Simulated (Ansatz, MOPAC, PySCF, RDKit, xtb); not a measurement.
Noncovalent pair: CH5N (SMILES CN) (first 7 atoms) with CH2O2 (SMILES O=CO); geometry from B3LYP-D3(BJ)/def2-TZVP, rigid monomers moved along the line of their centres of mass till N2···H12 is 2.95 Å.
(charge 0, multiplicity 1):
```xyz
12

C      0.19514     0.64616     0.15494
N     -0.56010    -0.44250     0.79307
H      0.98552     0.95850     0.83592
H     -0.46976     1.49363    -0.01173
H      0.64670     0.36391    -0.80059
H      0.05627    -1.22401     0.99038
H     -1.30299    -0.77824     0.19093
O      1.31973    -0.09902     4.70135
C      0.30325     0.28251     5.23280
O     -0.88134     0.38865     4.65801
H      0.25860     0.59237     6.28774
H     -0.80669     0.08304     3.68557
```

Counterpoise-corrected where a basis set is named; no monomer relaxation. Rows marked so take none.

Frozen-core correlation. Rows in 6-31G* carry no dispersion term and start afresh at each structure (6-31G* with six Cartesian d functions). The state that PM3 reach isn't checked.

Run with Ansatz (a first-principles code); MOPAC for PM3 (differences of heats of formation); PySCF for 6-31G* rows; RDKit for the force fields; xtb for the GFN methods. Values without a source in brackets are computed.

```tsv
level	interaction energy (kJ/mol)
MMFF94	-15.9
GFN-FF	-16.4
PM3	-6.0
HF/6-31G* (no counterpoise)	-20.9
HF/aug-cc-pVDZ	-16.6
PBE/def2-TZVPPD	-18.2
BP86/6-31G* (no counterpoise)	___
wB97X-V/def2-TZVPPD	___
SCS-MP2/aug-cc-pVDZ	-17.8
```

### Question
Some entries are withheld; supply them.

### Answer

- BP86/6-31G* (no counterpoise), interaction energy (kJ/mol): -21.5
- wB97X-V/def2-TZVPPD, interaction energy (kJ/mol): -19.2
